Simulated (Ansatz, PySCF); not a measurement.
C3H5O2 (SMILES CCO[C]=O), doublet, at a GFN2-xTB geometry. Base run: BHANDHLYP/6-31G** in PySCF.

PySCF was given this input:
```python
from pyscf import gto, scf, dft

mol = gto.Mole()
mol.atom = '''
    C    -1.800248   -0.162872    0.126848
    C    -0.524674   -0.782183    0.658867
    O     0.535362    0.242282    0.785585
    C     1.190524    0.622180   -0.237448
    O     1.208641    0.346411   -1.402776
    H    -1.636326    0.239018   -0.870701
    H    -2.132824    0.640242    0.780131
    H    -2.578090   -0.920513    0.074137
    H    -0.645380   -1.166720    1.671533
    H    -0.153022   -1.564319   -0.007173
'''
mol.basis = '6-31g**'
mol.charge = 0
mol.spin = 1
mol.verbose = 4
mol.build()

mf = dft.UKS(mol)
mf.xc = 'bhandhlyp'
mf.kernel()
```

The same geometry, method and basis name were run in Ansatz (a program for electronic structure) and PySCF, at each program's defaults and at the settings that a row names. The base is PySCF at its defaults. Differences at the defaults can come from grids, fitting, cores and function types together.

```
code and settings                                                               ΔE vs base (µEh)  basis functions      E (Eh)  SCF cycles  dipole (D)
------------------------------------------------------------------------------  ----------------  ---------------  ----------  ----------  ----------
PySCF, defaults (exact integrals, its default grid, spherical functions)                     0.0               95  -267.56669          13        3.36
Ansatz, defaults (factorised integrals, its default grid, Cartesian functions)             -2813              100  -267.56950           -           -
PySCF, density fitting with def2-universal-jkfit                                            39.3               95  -267.56665          13        3.36
PySCF, fine grid                                                                             1.8               95  -267.56669          13        3.36
Ansatz, high accuracy, Cartesian functions as the basis file defines them                  -2825              100  -267.56952           -           -
```

Open shells are given as the SCF converged; they aren't shown to be the lowest states, and a large step between rows can be another state.
